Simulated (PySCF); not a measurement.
The same groups moved round the core (benzothiophene chloro+silyl). All species are isolated molecules in the gas phase. Strings in code marks are SMILES.

Quantity: electronic energy of isomers of C8H7ClSSi relative to `[SiH3]c1cc2c(Cl)cccc2s1`, in eV.

Case: `[SiH3]c1cc(Cl)c2ccsc2c1`. Geometry of `c12sccc2c(Cl)cc(c1)[SiH3]` (neutral, multiplicity 1, Å):

```xyz
18

Si    -3.2659    -0.2872    -0.2488
C     -1.4057    -0.0429    -0.1409
C     -0.8699     1.2559     0.0169
C      0.4960     1.4592     0.0986
Cl     1.1253     3.0613     0.2923
C      1.3891     0.3728     0.0267
C      2.8200     0.3472     0.0884
C      3.3147    -0.9162    -0.0205
S      2.0884    -2.1241    -0.1985
C      0.8362    -0.9204    -0.1314
C     -0.5426    -1.1355    -0.2155
H     -3.5512    -1.7445    -0.4114
H     -3.9388     0.2143     0.9889
H     -3.8317     0.4609    -1.4133
H     -1.5269     2.1267     0.0771
H      3.4338     1.2394     0.2077
H      4.3617    -1.2179    -0.0054
H     -0.9325    -2.1490    -0.3366
```

### Question
What electronic energy of isomers of C8H7ClSSi relative to `[SiH3]c1cc2c(Cl)cccc2s1` does PBE0-D3(BJ)/def2-TZVP // PBE0-D3(BJ)/def2-SVP (PySCF) give?

### Answer
0.123 eV.
